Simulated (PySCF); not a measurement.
OTi, triplet, geometry from GFN2-xTB (such geometries of metal compounds can be far from the true shape).

The PySCF input:
```python
from pyscf import gto, scf, dft

mol = gto.M(
    atom='''
Ti   -0.000000   -0.000000   -0.447374
O     0.000000    0.000000    1.230280
''',
    basis='def2-svp',
    charge=0,
    spin=2,
    verbose=3,
)

mf = dft.UKS(mol)
mf.xc = 'scan'
mf.kernel()
```

**Question.** What does this run give for the Mulliken (on the basis functions themselves) charges in atom order, dipole moment, HOMO energy?

**Answer.** 
| Quantity | Result |
|---|---|
| Mulliken (on the basis functions themselves) charges in atom order | Ti1 0.49, O2 -0.49 |
| dipole moment | 3.75 D |
| HOMO energy | -4.39 eV |

These values belong to the state on which the SCF converged, which isn't shown to be the lowest.
